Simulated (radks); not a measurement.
Neutral krypton inside a hard spherical wall (all orbitals vanish at R), configuration held at [Kr] and not refilled when levels cross. Method: non-relativistic Kohn-Sham, LDA (Slater exchange, VWN5 correlation), spin-polarised, spherical densities, point nucleus; computed with a radial shooting solver on a logarithmic mesh with Libxc functionals. Eigenvalues in eV for spin up, with the zero of energy where the potential of the charges vanishes at infinity; a dash marks a level that is unbound or too diffuse for the functional's potential to be trusted. A positive occupied level is held by the wall or, in an anion where self-interaction has pushed it up, behind a barrier. The pressure on the wall is -dE/dV.

R (bohr) = free: E (hartree) -2750.14794; kinetic (hartree) 2747.813; e(3p) -192.84; e(3d) -83.651; e(4s) -22.329; e(4p) -9.424; e(5s, empty) -0.375; e(5p, empty) -; pressure (GPa) 0
R (bohr) = 10: E (hartree) -2750.14793; kinetic (hartree) 2747.813; e(3p) -192.84; e(3d) -83.650; e(4s) -22.328; e(4p) -9.424; e(5s, empty) 0.042; e(5p, empty) 1.828; pressure (GPa) 0.000340
R (bohr) = 8: E (hartree) -2750.14769; kinetic (hartree) 2747.816; e(3p) -192.82; e(3d) -83.630; e(4s) -22.312; e(4p) -9.408; e(5s, empty) 0.769; e(5p, empty) 3.270; pressure (GPa) 0.0152
R (bohr) = 4: E (hartree) -2749.93671; kinetic (hartree) 2749.082; e(3p) -188.43; e(3d) -79.263; e(4s) -19.052; e(4p) -5.864; e(5s, empty) 19.274; e(5p, empty) 27.860; pressure (GPa) 54.6
R (bohr) = 3.5: E (hartree) -2749.63001; kinetic (hartree) 2750.584; e(3p) -184.62; e(3d) -75.484; e(4s) -16.190; e(4p) -2.563; e(5s, empty) 31.985; e(5p, empty) 42.602; pressure (GPa) 181
R (bohr) = 3: E (hartree) -2748.83287; kinetic (hartree) 2753.988; e(3p) -177.66; e(3d) -68.593; e(4s) -10.505; e(4p) 4.101; e(5s, empty) 55.762; e(5p, empty) 68.971; pressure (GPa) 652
R (bohr) = 2.5: E (hartree) -2746.63603; kinetic (hartree) 2762.090; e(3p) -165.07; e(3d) -56.159; e(4s) 1.785; e(4p) 18.451; e(5s, empty) 103.52; e(5p, empty) 119.92; pressure (GPa) 2670
